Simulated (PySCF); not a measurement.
# Correlation energy of Fe⁺ (iron, charge +1)

[Ar] 3d6 4s1, high-spin 6D determinant. Calculation: PySCF 2.14, in ANO-R3 (7s5p5d3f2g1h, 97 functions); scalar relativity by spin-free X2C-1e. Frozen: [Ar]; 7 electrons correlated.

MP2 pair energies summed by pair of shells (mhartree):

```tsv
pair	energy	share (%)
3d-3d	-139.81	87.5
3d-4s	-19.93	12.5
```

Total MP2 correlation energy: -159.74 mhartree.

Same-spin part -94.32 and opposite-spin part -65.43 mhartree; SCS-MP2 scales them by 1/3 and 6/5 to -109.95 mhartree.
